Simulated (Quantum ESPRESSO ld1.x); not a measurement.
Question: This ld1.x (Quantum ESPRESSO 7.5) run is given with its output. Can the result be used, and if not, why?

```
 &input
    zed=63.5,
    iswitch=1,
    rel=1,
    dft='PBESOL',
    config='[Xe] 4f7 5d1 6s2',
    verbosity='high',
    prefix='ld1',
    max_out_wfc=37,
    file_charge='ld1.rho',
 /
```

```
     Program LD1 v.7.5 starts

     Message from routine scf:
     warning: convergence not achieved
     --------------------------- All-electron run ----------------------------

     scalar relativistic calculation

     atomic number is 63.50
     dft =PBESOL   lsd =0 sic =0 latt =0  beta=0.20 tr2=1.0E-14
     Exchange-correlation= PBESOL
                           (   1   4  10   8   0   0   0)
     mesh =2095 r(mesh) =  99.57988 a.u. xmin = -8.00 dx = 0.00800
     1 Ry =  13.60569312 eV, c = 137.03599908

     n l     nl                  e(Ry)          e(Ha)          e(eV)
     1 0     1S 1( 2.00)   -3616.891315528   -1808.445657764 -49210.3132983
     2 0     2S 1( 2.00)    -595.435978877    -297.717989438  -8101.3192030
     2 1     2P 1( 6.00)    -530.224294662    -265.112147331  -7214.0690395
     3 0     3S 1( 2.00)    -131.352385466     -65.676192733  -1787.1402476
     3 1     3P 1( 6.00)    -111.107884544     -55.553942272  -1511.6997806
     4 0     4S 1( 2.00)     -26.096142223     -13.048071111   -355.0561028
     4 1     4P 1( 6.00)     -19.429275023      -9.714637511   -264.3487536
     3 2     3D 1(10.00)     -84.206100625     -42.103050312  -1145.6823642
     5 0     5S 1( 2.00)      -3.281887890      -1.640943945    -44.6523595
     5 1     5P 1( 6.00)      -1.691002116      -0.845501058    -23.0072559
     4 2     4D 1(10.00)     -10.177133002      -5.088566501   -138.4669485
     4 3     4F 1( 7.00)      -0.225707129      -0.112853564     -3.0709019
     5 2     5D 1( 1.00)       0.005751513       0.002875757      0.0782533
     6 0     6S 1( 2.00)      -0.148272493      -0.074136246     -2.0173500

     final scf error:  4.6E-03 reached in 201 iterations

     Etot =  -22109.634981 Ry,  -11054.817491 Ha, -300816.908618 eV

     Ekin =   23704.897756 Ry,   11852.448878 Ha,  322521.564377 eV
     Encl =  -53927.288092 Ry,  -26963.644046 Ha, -733718.132728 eV
     Eh   =    8595.822262 Ry,    4297.911131 Ha,  116952.119833 eV
     Exc  =    -483.066907 Ry,    -241.533454 Ha,   -6572.460100 eV
```

Answer: No. The cycle did not converge: in the last iteration no bound solution was found for 5d (the eigenvalue is printed as zero or positive). The species is Z=63.5, charge -0.5 with 64 electrons. In a local or semilocal functional the extra electron of a negative ion sees its own charge, the potential lacks the -1/r tail, and the highest level tends to rise to zero. The printed total energy is meaningless.
